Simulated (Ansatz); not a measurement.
**Redistribution: CH8O2Si2 + C2H8O2Si → CH8O3Si2 + C2H8OSi**

Gas-phase species: CH8O2Si2 `O[SiH2]C[SiH2]O`, singlet; C2H8O2Si `CO[SiH](C)O`, singlet; CH8O3Si2 `O[SiH2]C[SiH](O)O`, singlet; C2H8OSi `CO[SiH2]C`, singlet. The partners trade H for OH; both sit on Si, so the bond types are kept.

Shapes, held fixed at every level: PBE0-D4/def2-TZVP. Flexible molecules stand in one conformer, not always the lowest. Programs: Ansatz 0.2.0. Electronic energies: no zero-point or thermal term.

```csv
level,kind,ΔE (kJ/mol),less CCSD(T)/CBS estimate
PBE-D4/def2-TZVPP,GGA,-1.1,-1.5
r2SCAN-D4/def2-TZVPP,meta-GGA,+0.1,-0.3
PBE0-D4/def2-TZVPP,global hybrid,-0.2,-0.6
B2PLYP/def2-TZVPP,double hybrid,0.0,-0.4
CCSD(T)/def2-TZVPP,coupled cluster or CI,+0.2,-0.2
CCSD/def2-TZVPP,coupled cluster or CI,+0.7,+0.3
CCSD(T)/CBS estimate,coupled cluster or CI,+0.4,0.0
```

The highest level, CCSD(T)/CBS estimate, gives ΔE = +0.4 kJ/mol; the levels span -1.1 to +0.7. That is about zero within the method's error. They disagree on the sign: 4 of 7 are positive. The column of differences is taken from that level and isn't an error. No measured value is set beside it here. The CBS estimate extrapolates MP2 from def2-TZVPP and def2-QZVPP and adds CCSD(T) − MP2 in the triple-zeta set, cores frozen.
